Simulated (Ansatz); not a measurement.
Geometry optimisation of FeCl₃.

```yaml
crystal:
  periodic: [false, false, false]
  atoms:
    - {symbol: Fe, position_ang: [0.073990, 0.012227, -0.028995]}
    - {symbol: Cl, position_ang: [-1.376203, 0.506799, -1.464592]}
    - {symbol: Cl, position_ang: [0.694515, -1.998862, 0.105292]}
    - {symbol: Cl, position_ang: [0.607697, 1.479835, 1.388285]}
basis:
  gaussian: {orbitals: def2-SVP}
magnetization: {spin_polarized: true, initial_magnetization: 5}
hamiltonian: {xc: pbe, dispersion: d4}
scf: {omitted_lower_state_checks: [starts]}
output: {orbitals: {seedname: orbitals}}
relax: {f_tol: 0.02, max_steps: 100}
```

```sh
$ ansatz run in.yaml --threads 4 --pin off --events-out ev --progress --plain --max-ram 3916MiB
```

Shortened log:

```
Functional definition: PBE
mean field -71921.07049113 eV, -2643.0505906964 hartree, gradient 1.5e-5 eV, S^2 8.754831; 0 other end points of the search recorded, 0 dependent functions left out
relax step   1: F+E_penalty+E_count = -71921.21602439 eV  Δ(F+E_penalty+E_count) = +0.000e0 eV  max|allowed force component| = 6.440e-1 eV/Å  Δτ_max = 0.0000 Å  (29 SCF iters, accepted)
mean field -71921.12745650 eV, -2643.0526841351 hartree, gradient 1.6e-5 eV, S^2 8.754790; 0 other end points of the search recorded, 0 dependent functions left out
relax step   2: F+E_penalty+E_count = -71921.26982980 eV  Δ(F+E_penalty+E_count) = -5.381e-2 eV  max|allowed force component| = 9.621e-2 eV/Å  Δτ_max = 0.0586 Å  (33 SCF iters, accepted)
mean field -71921.13130165 eV, -2643.0528254418 hartree, gradient 8.4e-5 eV, S^2 8.754777; 0 other end points of the search recorded, 0 dependent functions left out
relax step   3: F+E_penalty+E_count = -71921.27301482 eV  Δ(F+E_penalty+E_count) = -3.185e-3 eV  max|allowed force component| = 4.027e-2 eV/Å  Δτ_max = 0.0222 Å  (29 SCF iters, accepted)
mean field -71921.13261280 eV, -2643.0528736259 hartree, gradient 7.4e-6 eV, S^2 8.754771; 0 other end points of the search recorded, 0 dependent functions left out
relax step   4: F+E_penalty+E_count = -71921.27429590 eV  Δ(F+E_penalty+E_count) = -1.281e-3 eV  max|allowed force component| = 2.931e-3 eV/Å  Δτ_max = 0.0396 Å  (35 SCF iters, accepted)
mean field -71921.13261280 eV, -2643.0528736259 hartree, gradient 7.4e-6 eV, S^2 8.754771; 0 other end points of the search recorded, 0 dependent functions left out
Total energy: -71921.27435962 eV, -2643.0580827254 hartree
Atom 0 at     0.003037     0.000997    -0.002487 Å, force    -0.002931    -0.001088     0.002621 eV/Å
Atom 1 at    -1.409212     0.531810    -1.536113 Å, force     0.001170     0.000281    -0.000665 eV/Å
Atom 2 at     0.746453    -2.013811     0.124531 Å, force     0.000873     0.000496    -0.000950 eV/Å
Atom 3 at     0.659722     1.481002     1.414059 Å, force     0.000887     0.000311    -0.001005 eV/Å
Dipole moment:     0.003325     0.001083    -0.002703 e Å
Checks for a lower state left out: starts
```

It took 5.5 s on 4 threads of Intel Xeon Platinum 8559C on a shared host.

The structure comes from a short search, and lower isomers may exist.
